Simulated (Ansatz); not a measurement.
Basis-set extrapolation for `CN/C(=C\C(=O)OC)OC` (PBE0-D4/def2-TZVP geometry, frozen core, Ansatz). Multiplicity 1, RHF reference.

```json
{"": "HF", "def2-TZVPP": "-512.845664", "def2-QZVPP": "-512.868963"}
{"": "MP2 correlation", "def2-TZVPP": "-1.896664", "def2-QZVPP": "-2.031332"}
{"": "CCSD(T) correlation", "def2-TZVPP": "-2.028427", "def2-QZVPP": "not run"}
```

Energies in hartree. Use E(X) = E(∞) + A·exp(−7.88·√X) for Hartree–Fock and E(X) = E(∞) + B·X^(−2.97) for correlation, with X = 3 and 4, and add CCSD(T) minus MP2 of the smaller set to the MP2 limit.

Task: What is the CCSD(T) energy at the basis-set limit?

Result: HF limit: -512.868963 + (-0.023299) × 0.13774 = -512.87217. MP2 limit: -2.031332 + (-0.134668) × 0.74074 = -2.13109. Higher-order term: -2.028427 − (-1.896664) = -0.13176. Total: -515.13502 hartree, 7.10 eV below CCSD(T)/def2-TZVPP.
